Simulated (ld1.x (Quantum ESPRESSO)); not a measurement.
**S: variants of one TM potential**

Base potential:

sulfur, norm-conserving Troullier–Martins (Kleinman–Bylander form), made with ld1.x (Quantum ESPRESSO) 7.5 (PBEsol, non-relativistic). Core [Ne], reference 3s2 3p2.5 (charge +1.5). Waves: 3p (bound): rc 1.40 bohr; 3s (bound): rc 1.45 bohr. Local part: the s channel. Core correction: a·sin(br)/r model core inside 1.05 bohr.

All-electron outer shells of the reference configuration (PBEsol, non-relativistic, ld1.x):

| shell | level (eV) | outermost node (bohr) | outermost maximum (bohr) |
| --- | --- | --- | --- |
| 3s | -33.16 | 0.60 | 1.39 |
| 3p | -22.20 | 0.58 | 1.51 |

Cutoffs, loose and tight: the cutoffs (Ry, on a coarse ladder) from which the occupation-weighted sum of valence levels, in a spherical-Bessel basis at the reference potential, stays within 10 and 1 mRy of its value at 400 Ry. They do not see the model core or the augmentation charge, which bear on the density cutoff. Test errors are all-electron minus pseudo excitation energies from the reference, over the configurations 3s2 3p4; 3s2 3p3; 3s2 3p2; 3s2 3p4.3; 3s2 3p1; 3s2 3p0; 3s1 3p4. A dash means not determined; rows that change the core or the reference have their own tests.

```tsv
change	outcome	cutoff, loose	cutoff, tight	bound ghosts	largest test error (meV)
base	generated	40 Ry	60 Ry	none	+102
core correction none	generated	40 Ry	60 Ry	none	+153
core correction a·sin(br)/r model core inside 0.58 bohr	generated	40 Ry	60 Ry	none	+120
core correction a·sin(br)/r model core inside 0.76 bohr	generated	40 Ry	60 Ry	none	+121
core correction a·sin(br)/r model core inside 0.86 bohr	generated	40 Ry	60 Ry	none	+122
core correction a·sin(br)/r model core inside 1.08 bohr	generated	40 Ry	60 Ry	none	+97
core correction a·sin(br)/r model core inside 1.22 bohr	generated	40 Ry	60 Ry	none	+96
core correction a·sin(br)/r model core inside 1.38 bohr	generated	40 Ry	60 Ry	none	+120
core correction a·sin(br)/r model core inside 1.56 bohr	generated	40 Ry	60 Ry	none	+138
core correction a·sin(br)/r model core inside 1.66 bohr	generated	40 Ry	60 Ry	none	+143
```
